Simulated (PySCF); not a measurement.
H4SeSiZn, SMILES [SeH][Zn][SiH3].

Geometry: B3LYP-D3(BJ)/def2-SVP. The values are those of a single conformer.

Computed with C-PCM-PBE0/def2-SVP (PySCF).

The values are the electrostatic part of the solvation free energy, E(continuum) − E(gas) at the gas-phase geometry, in a cavity of scaled van der Waals radii (PySCF's table); cavitation and dispersion terms are not included. A continuum can't describe solvent molecules that bind to the metal. In vacuum the orbital gap is 6.23 eV. The dipole moment in vacuum is 1.21 D.

Computed values in water (ε = 78.36), methanol (ε = 32.61), tetrahydrofuran (ε = 7.43):
```json
[
 {"solvent": "water", "ε": "78.36", "ΔG(elec) (kcal/mol)": "-12.5", "dipole (D)": "1.70", "gap (eV)": "6.75"},
 {"solvent": "methanol", "ε": "32.61", "ΔG(elec) (kcal/mol)": "-12.2", "dipole (D)": "1.69", "gap (eV)": "6.74"},
 {"solvent": "tetrahydrofuran", "ε": "7.43", "ΔG(elec) (kcal/mol)": "-10.6", "dipole (D)": "1.63", "gap (eV)": "6.67"}
]
```
